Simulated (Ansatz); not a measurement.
SiH2Cl4O, singlet: a nudged elastic band.

The input file, in.yaml:

```yaml
crystal:
  periodic: [false, false, false]
  atoms:
    - {symbol: Si, position_ang: [0.339296, 1.067512, -0.720422]}
    - {symbol: Cl, position_ang: [2.084074, 0.069886, -0.612816]}
    - {symbol: Cl, position_ang: [-1.083132, -0.072069, -1.609958]}
    - {symbol: Cl, position_ang: [-0.285177, 1.633006, 1.121320]}
    - {symbol: Cl, position_ang: [0.598365, 2.735584, -1.840961]}
    - {symbol: H, position_ang: [-0.745365, -2.240268, 0.590711]}
    - {symbol: O, position_ang: [-0.162167, -1.807447, 1.218486]}
    - {symbol: H, position_ang: [-0.745895, -1.386203, 1.853638]}
basis:
  gaussian: {orbitals: def2-SVP}
hamiltonian: {xc: {name: revPBE}, dispersion: d4}
neb:
  images: 5
  climbing: true
  max_iterations: 25
  initial_path: idpp
  f_tol: 0.1
  final_atoms:
    - {symbol: Si, position_ang: [-0.666985, 0.874944, -0.080621]}
    - {symbol: Cl, position_ang: [2.672226, -2.053564, -0.245430]}
    - {symbol: Cl, position_ang: [-2.273713, 0.809544, -1.312133]}
    - {symbol: Cl, position_ang: [-1.167017, 1.941955, 1.566693]}
    - {symbol: Cl, position_ang: [0.910471, 1.705226, -1.013010]}
    - {symbol: H, position_ang: [1.550397, -1.453071, -0.035540]}
    - {symbol: O, position_ang: [-0.198889, -0.629908, 0.331031]}
    - {symbol: H, position_ang: [-0.826491, -1.195126, 0.789008]}
```

Command:

```bash
ansatz run in.yaml --threads 8 --pin off --events-out ev --progress --plain --max-ram 19148MiB
```

The run's output (Ansatz 0.2.0):

```
Functional definition: revPBE
  name "revPBE"
  cite "Zhang & Yang, Phys. Rev. Lett. 80, 890 (1998) doi:10.1103/PhysRevLett.80.890"
  cite "Perdew, Burke & Ernzerhof, Phys. Rev. Lett. 77, 3865 (1996) doi:10.1103/PhysRevLett.77.3865"
  parameter kappa = 1.245
  parameter beta = 0.06672455060314922
  exchange = pbe_x(kappa = kappa, mu = beta*pi^2/3)
  correlation = pbe_c(beta = beta)
1235 factors; their error is unknown
mean field evaluation 1: about -60016.7535 eV, gradient 5.3e1 eV
mean field evaluation 2: about -59946.1957 eV, gradient 1.4e2 eV
mean field evaluation 4: about -60021.3764 eV, gradient 1.2e1 eV
mean field evaluation 8: about -60021.6685 eV, gradient 9.1e-2 eV
mean field evaluation 16: about -60021.5842 eV, gradient 1.6e-5 eV
mean field -60021.58417209 eV, -2205.7525342333 hartree, gradient 1.6e-5 eV, S^2 0.000000; 0 other end points of the search recorded, 0 dependent functions left out
the calculation of the forces begins
reference -60021.58421079 eV, -2205.7525356555 hartree; 46, 46 occupied and 68, 68 virtual orbitals, 1235 factors
1235 factors; their error is unknown
mean field evaluation 32: about -60021.7848 eV, gradient 4.1e-4 eV
mean field -60021.78475197 eV, -2205.7599054079 hartree, gradient 1.4e-5 eV, S^2 0.000000; 0 other end points of the search recorded, 0 dependent functions left out
the calculation of the forces begins
reference -60021.78479125 eV, -2205.7599068513 hartree; 46, 46 occupied and 68, 68 virtual orbitals, 1235 factors
WARN: NEB end point (image 0): max|allowed force component| = 1.147e0 eV/Å (the criterion of neb.relax_end_points is 2.000e-2). That is over neb.f_tol: it is no minimum, so the barrier can be far off. Relax it first
WARN: NEB end point (image 6): max|allowed force component| = 1.099e0 eV/Å (the criterion of neb.relax_end_points is 2.000e-2). That is over neb.f_tol: it is no minimum, so the barrier can be far off. Relax it first
1235 factors; their error is unknown
mean field -60020.32268331 eV, -2205.7061753758 hartree, gradient 2.3e-5 eV, S^2 0.000000; 0 other end points of the search recorded, 0 dependent functions left out
the calculation of the forces begins
reference -60020.32272402 eV, -2205.7061768720 hartree; 46, 46 occupied and 68, 68 virtual orbitals, 1235 factors
1235 factors; their error is unknown
mean field evaluation 64: about -60018.2120 eV, gradient 9.0e-2 eV
mean field -60018.21203918 eV, -2205.6286106347 hartree, gradient 1.7e-5 eV, S^2 0.000000; 0 other end points of the search recorded, 0 dependent functions left out
the calculation of the forces begins
reference -60018.21207990 eV, -2205.6286121309 hartree; 46, 46 occupied and 68, 68 virtual orbitals, 1235 factors
1235 factors; their error is unknown
mean field evaluation 96: about -60008.7048 eV, gradient 2.0e1 eV
mean field -60016.95531684 eV, -2205.5824269405 hartree, gradient 2.0e-5 eV, S^2 0.000000; 1 other end points of the search recorded, 0 dependent functions left out
the calculation of the forces begins
reference -60016.95535702 eV, -2205.5824284171 hartree; 46, 46 occupied and 68, 68 virtual orbitals, 1235 factors
1235 factors; their error is unknown
mean field -60017.60419539 eV, -2205.6062727873 hartree, gradient 2.8e-5 eV, S^2 0.000000; 0 other end points of the search recorded, 0 dependent functions left out
the calculation of the forces begins
reference -60017.60423494 eV, -2205.6062742409 hartree; 46, 46 occupied and 68, 68 virtual orbitals, 1235 factors
1235 factors; their error is unknown
mean field evaluation 128: about -60020.1114 eV, gradient 2.9e-2 eV
mean field -60020.02834691 eV, -2205.6953587127 hartree, gradient 6.4e-5 eV, S^2 0.000000; 0 other end points of the search recorded, 0 dependent functions left out
the calculation of the forces begins
reference -60020.02838695 eV, -2205.6953601838 hartree; 46, 46 occupied and 68, 68 virtual orbitals, 1235 factors
NEB iter   1: max|band force component| = 4.889e0 eV/Å  barrier→ = 4.6202 eV  barrier← = 4.7684 eV  Δτ_max = 0.2000 Å  (220 SCF iters)
NEB iter   2: max|band force component| = 3.433e0 eV/Å  barrier→ = 2.7534 eV  barrier← = 2.9015 eV  Δτ_max = 0.2000 Å  (168 SCF iters)
NEB iter   3: max|band force component| = 9.450e0 eV/Å  barrier→ = 2.0827 eV  barrier← = 2.2308 eV  Δτ_max = 0.1023 Å  (148 SCF iters)
NEB iter   4: max|band force component| = 1.725e0 eV/Å  barrier→ = 1.7154 eV  barrier← = 1.8635 eV  Δτ_max = 0.2000 Å  (143 SCF iters)
NEB iter   5: max|band force component| = 1.691e0 eV/Å  barrier→ = 1.0339 eV  barrier← = 1.1821 eV  Δτ_max = 0.1000 Å  (149 SCF iters)
NEB iter   6: max|band force component| = 7.201e-1 eV/Å  barrier→ = 0.8192 eV  barrier← = 0.9673 eV  Δτ_max = 0.2000 Å  (135 SCF iters)
NEB iter   7: max|band force component| = 8.090e-1 eV/Å  barrier→ = 0.8333 eV  barrier← = 0.9815 eV  Δτ_max = 0.0999 Å  (148 SCF iters)
NEB iter   8: max|band force component| = 9.284e-1 eV/Å  barrier→ = 0.8950 eV  barrier← = 1.0432 eV  Δτ_max = 0.0504 Å  (137 SCF iters)
NEB iter   9: max|band force component| = 3.586e-1 eV/Å  barrier→ = 0.8902 eV  barrier← = 1.0383 eV  CI = image 4  Δτ_max = 0.1003 Å  (131 SCF iters)
NEB iter  10: max|band force component| = 8.851e-1 eV/Å  barrier→ = 1.0064 eV  barrier← = 1.1545 eV  CI = image 4  Δτ_max = 0.0498 Å  (138 SCF iters)
NEB iter  11: max|band force component| = 5.333e-1 eV/Å  barrier→ = 1.0265 eV  barrier← = 1.1747 eV  CI = image 4  Δτ_max = 0.1008 Å  (131 SCF iters)
NEB iter  12: max|band force component| = 2.300e-1 eV/Å  barrier→ = 1.0099 eV  barrier← = 1.1580 eV  CI = image 4  Δτ_max = 0.1999 Å  (135 SCF iters)
NEB iter  13: max|band force component| = 2.259e-1 eV/Å  barrier→ = 0.9704 eV  barrier← = 1.1185 eV  CI = image 4  Δτ_max = 0.1442 Å  (130 SCF iters)
NEB iter  14: max|band force component| = 3.294e-1 eV/Å  barrier→ = 0.9480 eV  barrier← = 1.0961 eV  CI = image 4  Δτ_max = 0.0721 Å  (139 SCF iters)
NEB iter  15: max|band force component| = 2.487e-1 eV/Å  barrier→ = 0.9355 eV  barrier← = 1.0837 eV  CI = image 4  Δτ_max = 0.0722 Å  (124 SCF iters)
NEB iter  16: max|band force component| = 2.091e-1 eV/Å  barrier→ = 0.9170 eV  barrier← = 1.0651 eV  CI = image 4  Δτ_max = 0.0723 Å  (134 SCF iters)
NEB iter  17: max|band force component| = 1.895e-1 eV/Å  barrier→ = 0.9035 eV  barrier← = 1.0516 eV  CI = image 4  Δτ_max = 0.1443 Å  (127 SCF iters)
NEB iter  18: max|band force component| = 4.126e-1 eV/Å  barrier→ = 0.8706 eV  barrier← = 1.0188 eV  CI = image 4  Δτ_max = 0.0722 Å  (141 SCF iters)
NEB iter  19: max|band force component| = 4.491e-1 eV/Å  barrier→ = 0.8540 eV  barrier← = 1.0021 eV  CI = image 4  Δτ_max = 0.0721 Å  (133 SCF iters)
NEB iter  20: max|band force component| = 4.459e-1 eV/Å  barrier→ = 0.8368 eV  barrier← = 0.9849 eV  CI = image 4  Δτ_max = 0.1435 Å  (132 SCF iters)
NEB iter  21: max|band force component| = 3.804e-1 eV/Å  barrier→ = 0.8033 eV  barrier← = 0.9514 eV  CI = image 4  Δτ_max = 0.1420 Å  (139 SCF iters)
NEB iter  22: max|band force component| = 3.809e-1 eV/Å  barrier→ = 0.7714 eV  barrier← = 0.9196 eV  CI = image 4  Δτ_max = 0.0725 Å  (138 SCF iters)
NEB iter  23: max|band force component| = 2.980e-1 eV/Å  barrier→ = 0.7557 eV  barrier← = 0.9038 eV  CI = image 4  Δτ_max = 0.0727 Å  (131 SCF iters)
NEB iter  24: max|band force component| = 2.197e-1 eV/Å  barrier→ = 0.7398 eV  barrier← = 0.8879 eV  CI = image 4  Δτ_max = 0.0596 Å  (135 SCF iters)
NEB iter  25: max|band force component| = 1.784e-1 eV/Å  barrier→ = 0.7287 eV  barrier← = 0.8769 eV  CI = image 4  Δτ_max = 0.0367 Å  (128 SCF iters)
Error: NEB band did not converge after 25 iterations: max|band force component| = 1.78e-1 eV/Å (threshold 1.0e-1); raise `neb.max_iterations` in a new run, which can start from the last band evaluated (`neb.initial_path`, with `crystal.atoms` and `neb.final_atoms` set to its first and last images), add images, or start from endpoints closer to local minima. Where this run's directory can be resumed (`checkpoint.write`), a resume goes on for up to `neb.max_iterations` more; to start a new run from the last band, take its images' positions from the `neb_iteration` event of iteration 25 (`data.images[].positions_ang`), in the event stream of the run that computed that iteration (not this run's, if it was resumed behind it). With `checkpoint.write`, `steps/00-neb/state/checkpoint.json` in the run directory holds the last saved band, under `neb.evaluated.images[].positions_ang` (a band under a hybrid functional on support functions is neither saved nor resumed: `neb.initial_path` says where its path is): check the last entry of `neb.iterations` there, which is earlier than 25 if that iteration was not saved or its write failed. If the band's step has no `state` directory and holds `state.next`, a write was cut short, and the file is under `state.next` instead (behind a loss of power it can be under `state.prev`)
a run's events are kept only if it was started with --events-out <file>, and are in that file

[the SCF lines of later steps are left out]
```

The lines “mean field evaluation” count trial sets of orbitals through the whole run, from several starts and some on an approximate energy, so they need not fall steadily or lie above the final value.

The run took about 55 s on 8 CPU threads of an INTEL XEON PLATINUM 8581C (shared host).


The run did not converge within its limit.